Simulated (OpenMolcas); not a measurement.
O II: Slater's ratio, thermal populations, worked from levels

- Program: OpenMolcas 26.06
- Basis: ANO-R3 [4s4p2d1f]
- Scalar Hamiltonian: X2C, finite nucleus
- Active space: 5 electrons in 4 orbitals (2s 2p)
- State averaging: 2S+1 = 4 odd, 1 root; 2S+1 = 2 odd, 8 roots; 2S+1 = 4 even, 3 roots; 2S+1 = 2 even, 9 roots
- Spin-orbit coupling: state interaction with AMFI integrals over the reference wave functions, term energies averaged over their components

Methods: CASSCF; SS-CASPT2, IPEA 0.25 Eh, imaginary shift 0.1 Eh (closed shells correlated: 1s). Measured levels: NIST Handbook of Basic Atomic Spectroscopic Data.

**Slater's ratio.** With one set of orbitals, p3 has ²D° - ⁴S° = 9 F2 and ²P° - ²D° = 6 F2 (F2 = F²/25), a ratio of 2/3. Term energies are centres of gravity, weighted by 2J + 1.

| Source | ²D° - ⁴S° | ²P° - ⁴S° | F2 from the first | Ratio |
| --- | --- | --- | --- | --- |
| CASSCF | 30573 | 41246 | 3397 | 0.349 |
| SS-CASPT2 | 27494 | 40908 | 3055 | 0.488 |
| measured | 26819 | 40469 | 2980 | 0.509 |

Energies in cm-1. A ratio away from 2/3 shows effects beyond one configuration with one set of orbitals, and in heavier atoms second-order spin-orbit shifts. In CASSCF the valence s occupation is 1.94 in ²P° against 2.00 in ²D°: mixing out of s² acts most on ²P° and pulls it down.

**Thermal populations.** Z = Σ (2J + 1) exp(-E/kT) with k = 0.695035 cm-1/K, over the levels below. No other level of either list lies under 90000 cm-1, which is above 7 kT at each temperature.

```
          Level  2J + 1  SS-CASPT2  measured
2s² 2p³ ⁴S°_3/2       4        0.0       0.0
2s² 2p³ ²D°_3/2       4      27490     26831
2s² 2p³ ²D°_5/2       6      27500     26811
2s² 2p³ ²P°_3/2       4      40910     40468
2s² 2p³ ²P°_1/2       2      40910     40470
```

```json
{"T (K)": "12000", "Z, SS-CASPT2": "4.415", "Z, measured levels": "4.448", "Ground level (%), SS-CASPT2": "90.6", "Ground level (%), measured levels": "89.9"}
```

At 12000 K, kT = 8340 cm-1, and the computed levels give Z = 4.000 + 0.148 + 0.222 + 0.030 + 0.015 = 4.415.

Term energies are means over components that CASPT2 splits; among the terms shown or strongly mixed into the levels shown the widest spread is 140 cm-1 (2s² 2p³ ²D°, SS-CASPT2). Without dynamic correlation excited terms often stand tens of per cent too high (terms of higher spin than the ground term too low), and those without a measured partner can miss by more than the paired ones (holds for CASSCF). Computed and measured levels are paired by configuration, term and J; levels that our copy of the source lacks, or whose pairing is in doubt (as where it misses far off the trend of its configuration), stay unpaired and out of the deviations. Levels of configurations outside the active space are missing.

° marks odd parity.
